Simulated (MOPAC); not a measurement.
Input for MOPAC: AM1 on aminoborane (SMILES BN), a point of a bond scan (R = 1.762 Å).

```
AM1 1SCF PRECISE CHARGE=0 THREADS=1
BH4N

B     -0.77598333 1     0.04477233 1    -0.00303336 1
N      0.60927771 1    -0.03515382 1     0.00238170 1
H     -1.41381575 1    -0.96287333 1    -0.03105655 1
H     -1.29389237 1     1.11910141 1     0.02047198 1
H      1.66004108 1     1.37876598 1     0.04253216 1
H      1.11296685 1    -0.90681330 1    -0.01624534 1
```

It printed:

```
*******************************************************************************
 **                                                                           **
 **                              MOPAC v23.2.5                                **
 **                                                                           **
 *******************************************************************************
 ** MOPAC's Digital Object Identifier: https://doi.org/10.5281/zenodo.6511958 **
 **                                                                           **
 ** Please cite the open-source release paper for use of this MOPAC version:  **
 ** J. E. Moussa and J. J. P. Stewart (2026)                                  **
 ** MOPAC: An open-source semiempirical molecular orbital program             **
 ** J. Open Source Softw., 11(119), 8025, https://doi.org/10.21105/joss.08025 **
 *******************************************************************************

                              AM1 CALCULATION RESULTS

 *******************************************************************************
 *  AM1        - The AM1 Hamiltonian to be used
 *
 *
 *
 *                 CHARGE ON SYSTEM = 0
 *
 *
 *
 *  PRECISE    - TIGHTER CRITERIA TO BE USED
 *  1SCF       - DO 1 SCF AND THEN STOP
 *  THREADS=1  - MULTI-THREADING NOT USED
 *  T=         - A TIME OF 172800.0 SECONDS REQUESTED
 *  DUMP=N     - RESTART FILE WRITTEN EVERY 7200.0 SECONDS REQUESTED
 *******************************************************************************
AM1 1SCF PRECISE CHARGE=0 THREADS=1
 BH4N

   ATOM   CHEMICAL          X               Y               Z
  NUMBER   SYMBOL      (ANGSTROMS)     (ANGSTROMS)     (ANGSTROMS)

     1       B         -0.77598333  *   0.04477233  *  -0.00303336  *
     2       N          0.60927771  *  -0.03515382  *   0.00238170  *
     3       H         -1.41381575  *  -0.96287333  *  -0.03105655  *
     4       H         -1.29389237  *   1.11910141  *   0.02047198  *
     5       H          1.66004108  *   1.37876598  *   0.04253216  *
     6       H          1.11296685  *  -0.90681330  *  -0.01624534  *



          CARTESIAN COORDINATES

    NO.       ATOM           X           Y           Z

     1         B         -0.7760      0.0448     -0.0030
     2         N          0.6093     -0.0352      0.0024
     3         H         -1.4138     -0.9629     -0.0311
     4         H         -1.2939      1.1191      0.0205
     5         H          1.6600      1.3788      0.0425
     6         H          1.1130     -0.9068     -0.0162

  H: (AM1): M.J.S. DEWAR ET AL, J. AM. CHEM. SOC. 107 3902-3909 (1985)
  B: (AM1): M.J.S. DEWAR ET AL, ORGANOMETALLICS, 7, 513-521 (1988)
  N: (AM1): M.J.S. DEWAR ET AL, J. AM. CHEM. SOC. 107 3902-3909 (1985)

           Empirical Formula: H4 N B  =     6 atoms



      MOLECULAR POINT GROUP   :   Cs


      RHF CALCULATION, NO. OF DOUBLY OCCUPIED LEVELS = 6


 -------------------------------------------------------------------------------
 AM1 1SCF PRECISE CHARGE=0 THREADS=1
 BH4N



     1SCF WAS SPECIFIED, SO BFGS WAS NOT USED
     SCF FIELD WAS ACHIEVED


                              AM1 CALCULATION
                                                       MOPAC v23.2.5 Linux




          FINAL HEAT OF FORMATION =         76.94411 KCAL/MOL =     321.93416 KJ/MOL


          COSMO AREA              =         76.73 SQUARE ANGSTROMS
          COSMO VOLUME            =         56.68 CUBIC ANGSTROMS

          IONIZATION POTENTIAL    =         10.035596 EV
          HOMO LUMO ENERGIES (EV) =        -10.036 -0.543
          NO. OF FILLED LEVELS    =          6
          MOLECULAR WEIGHT        =         28.8483         POINT GROUP:  Cs

          MOLECULAR DIMENSIONS (Angstroms)

            Atom       Atom       Distance
            H     5    H     3     3.86488
            H     6    H     4     3.07049
            N     2    B     1     0.00000


          SCF CALCULATIONS        =          1





   ATOM   CHEMICAL          X               Y               Z
  NUMBER   SYMBOL      (ANGSTROMS)     (ANGSTROMS)     (ANGSTROMS)

     1       B         -0.77598333  *   0.04477233  *  -0.00303336  *
     2       N          0.60927771  *  -0.03515382  *   0.00238170  *
     3       H         -1.41381575  *  -0.96287333  *  -0.03105655  *
     4       H         -1.29389237  *   1.11910141  *   0.02047198  *
     5       H          1.66004108  *   1.37876598  *   0.04253216  *
     6       H          1.11296685  *  -0.90681330  *  -0.01624534  *

                             CARTESIAN COORDINATES

   1    B       -0.775983330     0.044772330    -0.003033360
   2    N        0.609277710    -0.035153820     0.002381700
   3    H       -1.413815750    -0.962873330    -0.031056550
   4    H       -1.293892370     1.119101410     0.020471980
   5    H        1.660041080     1.378765980     0.042532160
   6    H        1.112966850    -0.906813300    -0.016245340


           Empirical Formula: H4 N B  =     6 atoms



      MOLECULAR POINT GROUP   :   Cs


                  EIGENVALUES
 -31.33067 -19.87761 -14.74319 -12.61944 -10.45260 -10.03560  -0.54293   3.29594
   3.64328   5.17880   6.92013   7.95370


              NET ATOMIC CHARGES AND DIPOLE CONTRIBUTIONS

  ATOM NO.   TYPE          CHARGE      No. of ELECS.   s-Pop       p-Pop
    1          B           0.089636        2.9104     1.21347     1.69690
    2          N          -0.463943        5.4639     1.58241     3.88154
    3          H          -0.030195        1.0302     1.03020
    4          H          -0.043173        1.0432     1.04317
    5          H           0.262078        0.7379     0.73792
    6          H           0.185598        0.8144     0.81440
 DIPOLE           X         Y         Z       TOTAL
 POINT-CHG.     1.863     0.932     0.033     2.084
 HYBRID         0.399    -0.303    -0.005     0.501
 SUM            2.262     0.630     0.027     2.348


          ATOMIC ORBITAL ELECTRON POPULATIONS

     Atom    s        px        py        pz
    1  B   1.21347   0.64149   0.74607   0.30933
    2  N   1.58241   1.11874   1.07225   1.69055
    3  H   1.03020
    4  H   1.04317
    5  H   0.73792
    6  H   0.81440

 **********************
 *                    *
 * JOB ENDED NORMALLY *
 *                    *
 **********************




 == MOPAC DONE ==
```

The run finished.

Cost: very roughly 0.020 core-seconds.
